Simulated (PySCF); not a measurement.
Species: C7H12OSSi.
Cartesian coordinates in Å at the GFN2-xTB level; atoms count from 1:
```xyz
22
C7H12OSSi angstrom
C      2.7481    0.6927   -1.5413
C      2.3410    0.4871   -0.3028
C      0.9493    0.7421    0.1797
C      0.2598   -0.5591    0.6358
C      0.0428   -1.4918   -0.5528
S     -1.2816   -0.8700   -1.6493
Si    -2.4783   -0.2040    0.0047
O     -3.1992    1.2206   -0.2745
C     -1.0694   -0.2301    1.2626
C     -1.2095    0.0018    2.5594
H      3.7596    0.4925   -1.8524
H      2.0826    1.0738   -2.2989
H      3.0236    0.0945    0.4411
H      0.9787    1.4331    1.0270
H      0.3575    1.1977   -0.6173
H      0.9092   -1.0649    1.3600
H     -0.2539   -2.4861   -0.2182
H      0.9404   -1.5723   -1.1637
H     -3.5963   -1.0782    0.3060
H     -2.7696    1.9305   -0.7470
H     -2.1673    0.2470    2.9854
H     -0.3777   -0.0374    3.2474
```

NICS is the negative of the GIAO shielding at a point without a nucleus: at the ring centre (0) and 1 Å above and below it (1); zz is the component along the ring normal. Level: GIAO PBE0/pcSseg-1 (PySCF, non-relativistic, gas phase) on the GFN2-xTB geometry, one conformer.

Ring bond lengths (Å), with Mayer bond orders in brackets: C4–C5 1.526 (1.00), C5–S6 1.828 (0.99), S6–Si7 2.147 (0.95), Si7–C9 1.889 (0.80), C9–C4 1.506 (0.98).

Q: What do the NICS probes read (ppm)?

A: 
```json
{"ring": "C4–C5–S6–Si7–C9", "type": "5-membered ring with S and Si; formal bonds all single", "NICS(0)": "-5.2", "NICS(1), two faces": "-3.8 / -4.0", "NICS(1)zz, two faces": "-1.5 / -3.4", "rms pucker (Å)": "0.20", "centre to ring atoms, mean (Å)": "1.48"}
```

Q: What do they say, and how far can they be read as aromaticity?

A: 
- C4–C5–S6–Si7–C9: mean NICS(1)zz -2.5 ppm, near zero. C4, C5, Si7 have four or more neighbours, and the NICS criterion for π rings isn't applied.

Q: At the second NICS(1) probe listed for ring C4–C5–S6–Si7–C9, 1 Å off the ring, how large is the induced field along the normal in 1 T applied along it?

A: NICSzz × B0 = -3.4 ppm × 1 T = -3 μT, against the applied field.

Q: Give the inner angles of the rings and the Hirshfeld charges of the ring atoms.

A: 
- C4–C5–S6–Si7–C9: C4 109.4° (-0.028 e), C5 111.2° (-0.072 e), S6 92.7° (-0.110 e), Si7 95.3° (+0.382 e), C9 112.6° (-0.092 e); sum 521.3° against 540° for a flat convex ring.
